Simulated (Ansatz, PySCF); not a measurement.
Gas-phase reaction in SMILES: COC(C)=O -> [CH2]C(=O)OC + H atom (the C-H bond at the site shown breaks; other sites are not compared here)
Structures are relaxed separately at B3LYP-D3(BJ)/def2-TZVP in Ansatz (a quantum-chemistry and plane-wave program), one conformer each, not searched for the lowest.

Wanted: bond dissociation energy (enthalpy at 298 K, with B3LYP-D3(BJ) rigid-rotor harmonic-oscillator terms from PySCF), in kJ/mol. Cores are frozen in the correlated levels unless marked. Open shells are spin-unrestricted. Spin-orbit coupling is left out. No relativistic terms. CBS marks a two-point X^-3 extrapolation of the correlation energy; Hartree-Fock from the larger set. [CCSD(T)-MP2]/basis is that difference in the basis named.

| level | program | bond dissociation energy (kJ/mol) |
|---|---|---|
| HF-D4/def2-TZVPD | PySCF + dftd4 | 308.1 |
| PBE-D3(BJ)/def2-TZVPD | Ansatz + dftd3 | ? |
| revPBE-D4/def2-TZVPD | Ansatz + dftd4 | 387.7 |
| PBE0/def2-SVP | Ansatz | ? |
| SCS-MP2/6-31G | Ansatz | 383.8 |
| RI-MP2/CBS(cc-pVTZ,cc-pVQZ)+[CCSD(T)-MP2]/cc-pVTZ | Ansatz | ? |

Problem. Complete the blanks.

Solution. 
- PBE-D3(BJ)/def2-TZVPD, bond dissociation energy (kJ/mol): 393.4
- PBE0/def2-SVP, bond dissociation energy (kJ/mol): 395.4
- RI-MP2/CBS(cc-pVTZ,cc-pVQZ)+[CCSD(T)-MP2]/cc-pVTZ, bond dissociation energy (kJ/mol): 415.9
